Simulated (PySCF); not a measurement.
CH7AlO2Si, SMILES [O]([AlH][O][SiH3])C.

The structure is a stationary point at B3LYP-D3(BJ)/def2-SVP. The values are those of a single conformer.

Two levels are set side by side: TDDFT-PBE/def2-SVPD (PySCF) and TDDFT-LC-ωPBE/def2-SVPD (PySCF). Vertical, same geometry. The lowest singlet is HOMO→LUMO 99 % with PBE and HOMO→LUMO 60 %, HOMO→LUMO+4 11 % with the other functional; states are paired by order. Differences are taken from unrounded values.

```json
[
 {"quantity": "lowest singlet excitation (eV)", "TDDFT-LC-ωPBE": "7.47", "TDDFT-PBE": "5.59", "TDDFT-PBE minus TDDFT-LC-ωPBE": "-1.88"},
 {"quantity": "lowest triplet excitation (TDA) (eV)", "TDDFT-LC-ωPBE": "6.95", "TDDFT-PBE": "5.38", "TDDFT-PBE minus TDDFT-LC-ωPBE": "-1.56"},
 {"quantity": "first bright state (f over 0.05) (eV)", "TDDFT-LC-ωPBE": "7.94", "TDDFT-PBE": "6.05", "TDDFT-PBE minus TDDFT-LC-ωPBE": "-1.88"},
 {"quantity": "its oscillator strength", "TDDFT-LC-ωPBE": "0.10", "TDDFT-PBE": "0.11", "TDDFT-PBE minus TDDFT-LC-ωPBE": "0.01"}
]
```

Functionals without exact exchange tend to place singlet excitations lower, as here. Differences between two approximate levels are no errors against the true value.

Rough cost on one machine, each run with all the roots and properties that it gave: TDDFT-LC-ωPBE against TDDFT-PBE about 8 times.
